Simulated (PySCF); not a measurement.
**Working out the excitation energy of Te⁺**

Te⁺ [Kr] 4d10 5s2 5p3 (4S) → Te⁺ [Kr] 4d10 5s1 5p3 5d1 (6D). Computed with PySCF 2.14 in aug-cc-pVDZ-PP with ECP28MDF (5s4p3d, 32 functions), with scalar relativity through the core potential. Frozen: 4s2 4p6 4d10. Energies in hartree (1 hartree = 27.21139 eV):

```tsv
part	Te⁺ (lower)	Te⁺ (upper)
UHF	-266.715443	-266.133020
CCSD correlation	-0.060830	-0.015926
(T)	-0.000695	-0.000055
```

Task: What does Hartree-Fock give?

Result: (-266.133020) − (-266.715443) = 0.582423 hartree = 15.849 eV.

Task: What do CCSD and CCSD(T) give?

Result: The CCSD correlation energies differ by 0.044904 hartree = 1.222 eV and the triples by 0.000640 hartree = 0.017 eV, so CCSD gives 17.071 eV and CCSD(T) 17.088 eV.

A double-zeta basis recovers only part of the correlation energy.
